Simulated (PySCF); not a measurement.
PySCF 2.14 output of a UHF calculation on a single atom or ion in ANO-RCC-VTZP, with the spin-free X2C one-electron Hamiltonian (Gaussian nucleus):

```
SCF conv_tol = 1e-09
number electrons alpha = 12  beta = 9
cycle= 1 E= -947.053152758412  delta_E= -0.0089  |g|= 0.037  |ddm|= 0.0525
cycle= 2 E= -947.053434816763  delta_E= -0.000282  |g|= 0.00725  |ddm|= 0.0108
cycle= 3 E= -947.053463652943  delta_E= -2.88e-05  |g|= 0.00254  |ddm|= 0.00601
cycle= 4 E= -947.053480125481  delta_E= -1.65e-05  |g|= 0.00225  |ddm|= 0.00533
cycle= 5 E= -947.053516795717  delta_E= -3.67e-05  |g|= 0.00153  |ddm|= 0.0153
cycle= 6 E= -947.053544009719  delta_E= -2.72e-05  |g|= 0.000477  |ddm|= 0.0231
cycle= 7 E= -947.053545636109  delta_E= -1.63e-06  |g|= 9.55e-05  |ddm|= 0.00607
cycle= 8 E= -947.053545666023  delta_E= -2.99e-08  |g|= 2.47e-05  |ddm|= 0.000792
cycle= 9 E= -947.053545666814  delta_E= -7.9e-10  |g|= 3.46e-06  |ddm|= 6.63e-05
converged SCF energy = -947.053545666814  <S^2> = 3.7526817  2S+1 = 4.0013406
```

The run itself started from symmetry-adapted Hartree-Fock orbitals and held the occupation by maximum overlap, so the iterations belong to that start.

Problem. Which element, charge and spin multiplicity is this?

Solution. V²⁺ (vanadium, charge +2), multiplicity 4; the state was [Ar] 3d2 4p1, one real determinant (an excited configuration).

⟨L²⟩ = 14.02 against 20 for a pure G term, so this real determinant mixes terms.
